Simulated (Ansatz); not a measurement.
Start from `[SH][GeH]` and change one atom or group to get `[OH][Ge][SH]`.

Ansatz, PBE0-D4/def2-TZVP geometries, multiplicity 1. Each molecule was computed in one conformer, which needn't be the lowest.

Outer-core shells of Ge are correlated without core-valence functions. Scalar relativity is left out up to krypton. Spin–orbit coupling is left out.

```json
{"property": "vertical ionisation energy (CCSD(T)/def2-TZVPP) / eV", "`[SH][GeH]`": "9.38"}
{"property": "LUMO energy (PBE0/def2-TZVPP) / eV", "`[SH][GeH]`": "-2.58"}
{"property": "HOMO–LUMO gap (PBE/def2-TZVPP) / eV", "`[SH][GeH]`": "2.71"}
{"property": "HOMO–LUMO gap (B3LYP/def2-TZVPP) / eV", "`[SH][GeH]`": "4.16"}
{"property": "HOMO energy (B3LYP/def2-TZVPP) / eV", "`[SH][GeH]`": "-6.94"}
{"property": "HOMO–LUMO gap (PBE0/def2-TZVPP) / eV", "`[SH][GeH]`": "4.53"}
```

Give the same properties after the change, and the shifts. (Estimate.)

The calculation gave: 
```tsv
property	`[OH][Ge][SH]`	shift
vertical ionisation energy (CCSD(T)/def2-TZVPP) / eV	9.56	0.18
LUMO energy (PBE0/def2-TZVPP) / eV	-1.99	0.59
HOMO–LUMO gap (PBE/def2-TZVPP) / eV	3.58	0.87
HOMO–LUMO gap (B3LYP/def2-TZVPP) / eV	4.97	0.81
HOMO energy (B3LYP/def2-TZVPP) / eV	-7.17	-0.23
HOMO–LUMO gap (PBE0/def2-TZVPP) / eV	5.36	0.83
```

With PBE0 the HOMO falls by 0.23 eV and the LUMO rises by 0.59 eV, so the gap widens by about 0.82 eV. PBE moves the HOMO by -0.25 eV and ωB97M-V by -0.16 eV. The zero-point energy changes by 18.9 kJ/mol with +3 modes.

B3LYP here is the variant with VWN-RPA as its local correlation; programs differ in this.
